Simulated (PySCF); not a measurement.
A structure optimised at PBE-D3(BJ)/def2-SVP, used in a PySCF frequency run:

```
C
C 1 1.3228
C 1 1.3298 2 171.30
F 3 1.3561 1 120.59 2 107.29
N 3 1.3908 1 127.79 2 -71.00
H 5 1.0223 3 113.25 1 1.90
H 5 1.0278 6 111.18 3 129.30
H 2 1.1118 1 119.52 3 170.08
Si 2 1.8904 8 117.68 1 -179.28
H 9 1.5021 2 109.41 8 -178.57
H 9 1.5068 10 109.70 2 121.39
H 9 1.5081 10 109.47 11 117.51
```

Task: Write its SMILES and formula.

Result: NC(F)=C=C[SiH3], C3H6FNSi

Task: What are its rotational constants (standard atomic weights)?

Result: 6.4867, 1.1853, 1.1202 GHz
